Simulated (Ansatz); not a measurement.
Mulliken charges of CH$_{5}$ClOSSi (`CO[SiH](S)Cl`) from PBE/def2-TZVPP in Ansatz (PBE0-D4/def2-TZVP geometry).

```json
{"atom": "C1", "x (Å)": "0.577", "y (Å)": "-0.311", "z (Å)": "-1.455", "charge (e)": "-0.137"}
{"atom": "O2", "x (Å)": "0.903", "y (Å)": "0.077", "z (Å)": "-0.134", "charge (e)": "-0.272"}
{"atom": "Si3", "x (Å)": "-0.055", "y (Å)": "-0.182", "z (Å)": "1.155", "charge (e)": "0.493"}
{"atom": "S4", "x (Å)": "-1.992", "y (Å)": "0.657", "z (Å)": "0.928", "charge (e)": "-0.246"}
{"atom": "Cl5", "x (Å)": "0.955", "y (Å)": "0.640", "z (Å)": "2.723", "charge (e)": "-0.197"}
{"atom": "H6", "x (Å)": "-0.385", "y (Å)": "0.107", "z (Å)": "-1.765", "charge (e)": "0.095"}
{"atom": "H7", "x (Å)": "0.536", "y (Å)": "-1.401", "z (Å)": "-1.547", "charge (e)": "0.099"}
{"atom": "H8", "x (Å)": "1.359", "y (Å)": "0.067", "z (Å)": "-2.114", "charge (e)": "0.112"}
{"atom": "H9", "x (Å)": "-0.285", "y (Å)": "-1.620", "z (Å)": "1.412", "charge (e)": "-0.072"}
{"atom": "H10", "x (Å)": "-1.529", "y (Å)": "1.913", "z (Å)": "0.800", "charge (e)": "0.125"}
```

Task: By hand: the dipole of these point charges (1 e Å = 4.8032 D).

Result: Σ q r = (-0.052, -0.121, -0.519) e Å, of length 0.535 e Å = 2.57 D.

Task: How does the dipole of the full density compare? (Estimate.)

Result: Computed: (-0.053, -0.045, -0.383) e Å, 1.87 D; the point charges give 1.37 times that, at 7° from its direction.

Point charges leave out the atoms' own dipoles, such as those of lone pairs, and Mulliken's split depends on the basis, so the two needn't agree.
